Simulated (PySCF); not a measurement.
Task: What does the PBE0-D3(BJ)/def2-SVP structure of 3'-bromoacetophenone (`CC(=O)c1cccc(Br)c1`) look like in three dimensions?

Result: 
```
atom  x, y, z in Å
C1    -3.178   -0.340   -0.270
C2    -2.249   -1.509   -0.473
O3    -2.674   -2.634   -0.608
C4    -0.770   -1.252   -0.507
C5     0.082   -2.346   -0.693
C6     1.459   -2.163   -0.732
C7     2.005   -0.888   -0.585
C8     1.152    0.199   -0.399
Br9    1.880    1.929   -0.200
C10   -0.229    0.030   -0.358
H11   -4.211   -0.705   -0.273
H12   -2.969    0.166    0.686
H13   -3.051    0.407   -1.069
H14   -0.371   -3.333   -0.806
H15    2.124   -3.018   -0.877
H16    3.085   -0.734   -0.614
H17   -0.870    0.900   -0.212
```

Orientation and origin are arbitrary. Atoms count from 1 in this order. The 6-membered ring C4–C5–C6–C7–C8–C10 has internal angles of 119.2° to 121.1° (sum 720°, against 720° for a flat polygon); it is planar, 0.00 Å rms from its mean plane, widest ring torsion 0°. The 10 heavy atoms lie in one plane (0.001 Å rms). Of the pairs four or more bonds apart, O3···H14 is among the closest relative to their van der Waals radii: 2.42 Å, 89 % of the sum of Bondi's values. The C–C distances run from 1.389 Å (C5–C6, aromatic) to 1.507 Å (C1–C2, drawn single), a spread of 0.118 Å.

Bonds between heavy atoms (Å): C1–C2 1.507, C2=O3 1.211, C2–C4 1.501, C4–C5 1.400, C5–C6 1.389, C6–C7 1.395, C7–C8 1.394, C8–Br9 1.887, C8–C10 1.393, C4–C10 1.399.

Level of theory: PySCF 2.14.0, PBE0-D3(BJ)/def2-SVP geometry optimisation, gas phase.

Point group: Cs (tolerance 0.08 Å). No PBE0-D3(BJ)/def2-SVP frequencies stand behind this structure, so it isn't proved a minimum. One conformer, not necessarily the lowest (C1–C2–C4–C5 180°).

On one thread, Arm Neoverse N1 (aarch64), shared host with 64 logical CPUs at a one-minute load of 21, this took 2.9 min of wall time and 1.0 GiB of memory at its peak. These figures are those of the optimisation.
